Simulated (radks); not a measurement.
The numbers below are computed, except where a source is named.
Problem. The mean radii <r> (bohr) of the occupied orbitals of an atom or ion are listed with their occupations. Level of theory: scalar-relativistic Kohn-Sham, PBEsol, spin-polarised, spherical densities, point nucleus (a radial shooting solver on a logarithmic mesh with Libxc functionals).

| orbital | occ. | <r> |
|---|---|---|
| 1s up | 1 | 0.2002 |
| 1s down | 1 | 0.1997 |
| 2s up | 1 | 1.131 |
| 2s down | 1 | 1.162 |
| 2p up | 3 | 1.230 |
| 2p down | 1 | 1.336 |

Name the element and its charge. Open shells, if any, are filled with parallel spins first.

Solution. Z = 8, oxygen, charge 0: O in [He] 2s2 2p4. The 1s radius gives Z: for a bare nucleus <r> = (2 gamma + 1)/(2Z) with gamma = sqrt(1 - (Z/c)^2), 0.1873 bohr for Z = 8, and screening makes it slightly larger (0.2002 here). The occupations add up to 8, and the charge is Z minus that.
